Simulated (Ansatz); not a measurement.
Redistribution: C2H4F2 + C2H2FI → C2H4FI + C2H2F2

Gas-phase species: C2H4F2 (1,1-difluoroethane) `CC(F)F`, singlet; C2H2FI `C=C(F)I`, singlet; C2H4FI `CC(F)I`, singlet; C2H2F2 (vinylidene fluoride) `C=C(F)F`, singlet. The partners trade F for I; both sit on C, so the bond types are kept.

Shapes, held fixed at every level: PBE0-D4/def2-TZVP. Programs: Ansatz 0.2.0. The zero-point and thermal change to 298 K, harmonic and unscaled (PBE0-D4/def2-TZVP), is 0.0 kJ/mol.

Question: Estimate ΔH(298 K) of this reaction.

Answer: The highest level, CCSD(T)/def2-TZVPP, gives ΔH(298 K) = +11.9 kJ/mol; the levels span +2.3 to +12.1. The column of differences is taken from that level and isn't an error. No measured value is set beside it here. For atoms past krypton def2 sets carry core potentials with scalar relativity. Outer-core shells of I are correlated, in sets that cover them unevenly.

| level | kind | ΔH(298 K) (kJ/mol) | less CCSD(T)/def2-TZVPP |
| --- | --- | --- | --- |
| SPW92/def2-TZVPP | LDA | +2.3 | -9.6 |
| PBE-D4/def2-TZVPP | GGA | +5.3 | -6.6 |
| BHLYP-D4/def2-TZVPP | global hybrid | +9.5 | -2.4 |
| r2SCAN0-D4/def2-TZVPP | global hybrid | +6.0 | -5.9 |
| wB97M-V/def2-TZVPP | range-separated hybrid | +8.9 | -3.0 |
| MP2/def2-SVP | perturbation theory | +8.6 | -3.3 |
| CCSD/def2-TZVPP | coupled cluster or CI | +12.1 | +0.2 |
| CCSD(T)/def2-TZVPP | coupled cluster or CI | +11.9 | 0.0 |
